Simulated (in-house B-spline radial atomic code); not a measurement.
The numbers below are computed, except where a source is named.
Making a Troullier-Martins s channel for Ru, r_c = 2.83 bohr

Ru, [Kr] 4d7 5s1, non-relativistic LDA (VWN5), spherical and spin-unpolarised, from a B-spline radial code for spherical atoms (atomic units). The all-electron 5s level is ε = -0.152834 hartree, its outermost node lies just inside 1.29 bohr and its outer maximum at 2.83 bohr.

Inside r_c the pseudo-orbital is u(r) = r^1 exp(p(r)), with p = c0 + c2 r² + c4 r⁴ + … + c12 r¹². The seven coefficients follow from p and its first four derivatives at r_c, from zero curvature of the screened potential at the origin, c4 = −c2²/(2l + 5), and from the norm inside r_c. At r_c the all-electron orbital has P = 0.5923727, P' = -0.001139732, the screened potential V = -0.3801278, V' = 0.308534, V'' = -0.397729, and the norm inside is Q = 0.3481165.

Problem. What are p, p' and p'' at r_c?

Solution. p = ln(P/r_c^1) = ln(0.5923727/2.83) = -1.56390. p' = P'/P − 1/r_c = -0.00192 − 0.35336 = -0.35528. The radial equation gives p'' = 2(V − ε) − 2(1) p'/r_c − p'² = -0.45459 − (-0.25108) − 0.12622 = -0.32973. Differentiating, p''' = 2V' + 2(1)p'/r_c² − 2(1)p''/r_c − 2p'p'' = 0.52708, and p'''' = 2V'' − 4(1)p'/r_c³ + 4(1)p''/r_c² − 2(1)p'''/r_c − 2p''² − 2p'p''' = -1.1129.

For a trial c2 the five matching conditions are linear in c0, c6, c8, c10 and c12, and c2 is varied until the norm inside r_c equals Q. The root nearest zero gives:

```tsv
n	c_n
0	-2.475204
2	0.4697692
4	-0.04413662
6	-0.00820422
8	0.00194092
10	-0.00014701
12	3.991056e-06
```

Problem. Check c4 and p(r_c), and find the screened pseudopotential at the origin.

Solution. −c2²/5 = -0.0441366, as listed. The terms c_n r_c^n are -2.47520, 3.76233, -2.83103, -4.21460, 7.98544, -4.84408, 1.05323, which sum to -1.56390. Inverting the radial equation, V_l(r) = ε + 1 p'/r + (p'' + p'²)/2, so V_l(0) = ε + (2l + 3) c2 = -0.152834 + 3 × (0.469769) = 1.2565 hartree, finite where the all-electron potential diverges.

Orbitals and screened potentials:

| r (bohr) | P | u | V all-electron | V pseudo |
| --- | --- | --- | --- | --- |
| 0.283 | 0.16 | 0.02472 | -61.86 | 1.254 |
| 0.708 | -0.2374 | 0.07449 | -11.1 | 1.177 |
| 1.132 | -0.1134 | 0.1597 | -3.83 | 0.8145 |
| 1.557 | 0.22 | 0.2969 | -1.693 | 0.107 |
| 1.981 | 0.4515 | 0.4559 | -0.9067 | -0.5043 |
| 2.406 | 0.5635 | 0.5631 | -0.5579 | -0.5634 |
| 2.83 | 0.5924 | 0.5924 | -0.3801 | -0.3801 |

Logarithmic derivatives P'/P at R = 3.13 bohr, for energies E around ε:

```tsv
E − ε (hartree)	all-electron	pseudo
-0.5	0.757479	0.752749
-0.25	0.406253	0.403993
-0.1	0.124162	0.12358
0	-0.115172	-0.115172
0.1	-0.420531	-0.42181
0.25	-1.10693	-1.12444
0.5	-4.8012	-5.50712
```

Problem. With P(R) = 0.5814456 and a norm of 0.4520375 inside R, what slope in energy does norm conservation fix?

Solution. d(P'/P)/dE = −2 × (norm inside R)/P(R)² = -2.6742 per hartree·bohr at E = ε, for both atoms, since orbital and norm agree at R. Differences over ±0.1 hartree give -2.7235 (all-electron) and -2.7269 (pseudo), which also hold third-order terms. Half a hartree below ε the two curves differ by -0.0047.
